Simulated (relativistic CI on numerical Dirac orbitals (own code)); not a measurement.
Sensitivity of the levels of Re XXXVIII to α and to the nuclear radius

These numbers are calculated, not measured: Dirac-Coulomb-Breit CI, KLI orbitals optimised for each configuration, derivatives by finite differences, unscaled Slater integrals, QED left out (own radial code, finite nucleus).

CI space (outside the closed core [Ar] 3d10): 4s2 4p6 4d2, 4s2 4p6 4d 4f, 4s2 4p5 4d3, 4s 4p6 4d2 4f, 4s2 4p6 4f 5s, 4s2 4p6 4f2, 4s 4p6 4f3, 4p6 4d4, 4p5 4d5. Double excitations out of closed p, d and f shells are left out; levels of such configurations are missing from the list, as are those of other unlisted configurations, and high levels can miss mixing partners.

With x = (α/α₀)² − 1 an excitation energy changes as ω = ω₀ + qx; K = 2q/ω₀ is the relative enhancement. Terms are leading LS components, so labels can repeat. The field-shift factor is F = δν/δ⟨r²⟩ for the transition from the lowest level.

Lowest level 4s2 4p6 4d2 3F_2.

```
            Level  ω₀ (cm⁻¹)  q (cm⁻¹)  F (GHz/fm²)
 4s2 4p6 4d2 3P_0      67955      6686        0.388
 4s2 4p6 4d2 3F_3     151032    163100         4.59
 4s2 4p6 4d2 3P_2     184216    162000         4.82
 4s2 4p6 4d2 3P_1     195717    164000         4.94
 4s2 4p6 4d2 1G_4     196059    168600         5.03
 4s2 4p6 4d2 3F_4     330871    321800         9.31
 4s2 4p6 4d2 3P_2     353045    327800         9.61
 4s2 4p6 4d2 1S_0     427675    322300         9.39
4s2 4p5 4d3 3D°_2    1272463     68680         9.17
4s2 4p5 4d3 5D°_1    1285050     79610          9.8
4s2 4p5 4d3 5D°_0    1302032     75180         10.5
4s2 4p5 4d3 3F°_3    1315044     70350         8.77
4s2 4p5 4d3 5F°_3    1391634    219400         13.1
```

At this charge energies of transitions that change n are usually good to better than 1 %, and those within a shell (Δn = 0) to a few per cent. Terms inside the open d or f shell come out 10 to 20 % too wide with unscaled integrals.

Task: Which transition from the lowest level has the largest |K|?

Result: 4s2 4p6 4d2 3F_3 at 151032 cm⁻¹, K = 2.16.
